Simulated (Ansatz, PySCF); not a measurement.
H5NO3Si (SMILES N[Si](O)(O)O), singlet, at a GFN2-xTB geometry. Base run: CASSCF(6,6)/6-31G run with PySCF.

PySCF was given this input:
```python
from pyscf import gto, scf, mcscf
import numpy

mol = gto.M(
    atom='''
N     1.601424   -0.552164   -0.233557
Si   -0.015846    0.006176   -0.005966
O    -0.039663    1.361783    0.885115
O    -0.710514    0.363918   -1.437180
O    -0.849112   -1.121496    0.829870
H     1.729918   -1.441052   -0.687934
H     2.250040    0.109532   -0.627420
H     0.218579    1.292042    1.798943
H    -1.440012    0.977402   -1.449822
H    -0.952339   -1.992879    0.462203
''',
    basis='6-31g',
    charge=0,
    spin=0,
    verbose=4,
)

mf = scf.RHF(mol)
mf.kernel()
mc = mcscf.CASSCF(mf, 6, 6)
mc.fix_spin_(ss=0.0)
mc.kernel()
occ = numpy.linalg.eigvalsh(mc.fcisolver.make_rdm1(mc.ci, mc.ncas, mc.nelecas))[::-1]
ss = mc.fcisolver.spin_square(mc.ci, mc.ncas, mc.nelecas)[0]
print('natural occupations', occ.round(4), ' <S^2>', round(ss, 4))
```

Programs used: Ansatz (a program for electronic structure), PySCF; a row that names a program was run with it.

The base run was repeated with changes; each row names its change, and settings that it needs were set with it.

```json
[
 {"change": "base", "ΔE vs base (mEh)": "0.000", "natural occupations": "1.99 1.98 1.98 0.02 0.02 0.01", "<S^2> of the state": "0.00"},
 {"change": "correction = SC-NEVPT2", "ΔE vs base (mEh)": "-463.9", "natural occupations": "1.99 1.98 1.98 0.02 0.02 0.01", "<S^2> of the state": "0.00"},
 {"change": "active space = 4 electrons, 3 orbitals", "ΔE vs base (mEh)": "42.767", "natural occupations": "2.00 1.98 0.02", "<S^2> of the state": "0.00"},
 {"change": "start = MP2 natural orbitals", "ΔE vs base (mEh)": "-2.878", "natural occupations": "1.99 1.98 1.98 0.02 0.02 0.01", "<S^2> of the state": "0.00"},
 {"change": "active space = 2 electrons, 3 orbitals", "ΔE vs base (mEh)": "42.362", "natural occupations": "1.98 0.01 0.00", "<S^2> of the state": "0.00"},
 {"change": "state_average = 2 states", "ΔE vs base (mEh)": "12.206", "natural occupations": "-", "<S^2> of the state": "-"},
 {"change": "code = ansatz; correction = SC-NEVPT2, all electrons", "ΔE vs base (mEh)": "-473.6", "natural occupations": "-", "<S^2> of the state": "-"},
 {"change": "orbitals = fixed (CASCI); correction = SC-NEVPT2", "ΔE vs base (mEh)": "-473.9", "natural occupations": "2.00 2.00 2.00 0.00 0.00 0.00", "<S^2> of the state": "0.00"},
 {"change": "solver = newton", "ΔE vs base (mEh)": "0.000", "natural occupations": "1.99 1.98 1.98 0.02 0.02 0.01", "<S^2> of the state": "0.00"},
 {"change": "code = ansatz", "ΔE vs base (mEh)": "-30.549", "natural occupations": "-", "<S^2> of the state": "-"},
 {"change": "orbitals = fixed (CASCI)", "ΔE vs base (mEh)": "55.705", "natural occupations": "2.00 2.00 2.00 0.00 0.00 0.00", "<S^2> of the state": "0.00"}
]
```

Active orbitals are taken around the Fermi level unless the row says otherwise; CASSCF can end in different local minima, and two programs can end on different orbitals. State-averaged rows give the lowest state.

Ansatz warned in this series: other orbitals give a lower active-space energy.
